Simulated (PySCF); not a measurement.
An unknown is described by computed data only.

Formula: C6H9NSi.

| Property | Result |
| --- | --- |
| XPS | Si2p3/2 107.3, C1s 290.4, C1s 290.6, C1s 290.6, C1s 290.7, C1s 290.9, C1s 291.5, N1s 404.7, Si1s 1847.0 eV [ΔSCF SCAN, pcX-2 on the ionised atom, pcseg-1 elsewhere, spin-free X2C, 2p3/2 from a spin–orbit splitting computed afterwards within the 2p shell] |
| 13C NMR | chemical shifts (computed TMS as zero) by class: 126.9 (1 C), 17.6 (1 C), 14.3 (1 C), 9.1 (1 C), 6.8 (1 C), 1.8 (1 C) ppm [GIAO CAM-B3LYP/pcSseg-1] |
| UV, first state | lowest singlet excitation: 5.65 eV (219 nm, f = 0.019) [TDDFT CAM-B3LYP/def2-SVPD] |
| Valence photoelectron | vertical ionisation energy: 8.99 eV [ΔSCF CAM-B3LYP/def2-SVPD] |
| NMR, other nuclei | isotropic shieldings of nuclei other than C and H, by class: -108 (1 N), 480 (1 Si) ppm [GIAO CAM-B3LYP/pcSseg-1] |
| Triplet | lowest triplet excitation (Tamm–Dancoff): 4.42 eV [TDA CAM-B3LYP/def2-SVPD] |
| Polarisability | 99.6 au [CAM-B3LYP/def2-SVPD] |
| UV, strongest line | among the 10 lowest singlet transitions: S2 at 5.78 eV (214 nm, f = 0.277) [TDDFT CAM-B3LYP/def2-SVPD] |
| Rotational structure | rotational constants A, B, C: 4.283, 0.822, 0.769 GHz [PBE0-D3(BJ)/def2-SVP] |
| Dipole | 3.98 D [CAM-B3LYP/def2-SVPD] |

Gas-phase values; electronic properties from PySCF, density fitting. Levels stand in brackets. One conformer (not necessarily the lowest) at the PBE0-D3(BJ)/def2-SVP geometry, without solvent, vibrations or thermal averaging. Each NMR value is the plain mean over a class of atoms that symmetry, rotation or inversion makes alike.

Task: What is the compound? Reason from the data.

Result: Numbering: `[N:1]#[C:2][Si@@H:3]1[CH2:4][C@H:5]1[CH:6]1[CH2:7][CH2:8]1`. Its formula, C6H9NSi, gives 4 degrees of unsaturation: 2 rings and 2 π bonds in the structure found. 6 carbons fall into 6 classes; from least to most shielded: cyano carbon [C2] (126.9 ppm), ring sp3 carbon bound to silicon [C5] (17.6 ppm), three-membered-ring carbon [C6] (14.3 ppm), three-membered-ring carbon [C7] (9.1 ppm), three-membered-ring carbon [C8] (6.8 ppm), ring sp3 carbon bound to silicon [C4] (1.8 ppm). The other shieldings belong to: -108 ppm, cyano nitrogen [N1]; 480 ppm, SiH silicon [Si3]. The core levels belong to: Si2p3/2 107.3 eV, SiH silicon [Si3]; C1s 290.4 eV, sp3 carbon bound to silicon [C4]; C1s 290.6 eV, sp3 carbon bound to silicon [C5]; C1s 290.6 eV, three-membered-ring carbon [C7]; C1s 290.7 eV, three-membered-ring carbon [C8]; C1s 290.9 eV, three-membered-ring carbon [C6]; C1s 291.5 eV, cyano carbon [C2]; N1s 404.7 eV, cyano nitrogen [N1]; Si1s 1847.0 eV, SiH silicon [Si3]. The hole state at 404.7 eV has ⟨S²⟩ = 0.83 against 0.75, so that value is less sure. The first electron is taken from the HOMO, whose largest Löwdin shares are 0.24 on an sp3 carbon bound to silicon, 0.23 on the SiH silicon, 0.14 on an sp3 carbon bound to silicon and 0.09 on a three-membered-ring carbon. The optimised geometry has point group C1 and is an asymmetric top. Structure: `C1[C@H]([Si@@H]1C#N)C1CC1`. Computed isomers that give other values at the same levels: `[SiH3]Cc1ccccn1` (rotational constant A: 4.025 GHz; this holds for the one conformer computed); `[SiH3]Cc1ccncc1` (rotational constant A: 4.090 GHz; this holds for the one conformer computed); `N#CC[C@@H]1C=CC[SiH2]1` (lowest singlet excitation: 6.82 eV (182 nm, f = 0.012)). The assignments are read from this structure; whether some other isomer fits the data as well wasn't checked. The mirror image fits equally.

Shape of the structure used: `[N:1]#[C:2][Si@@H:3]1[CH2:4][C@H:5]1[CH:6]1[CH2:7][CH2:8]1`: C4–C5–C6–C7 -98°.
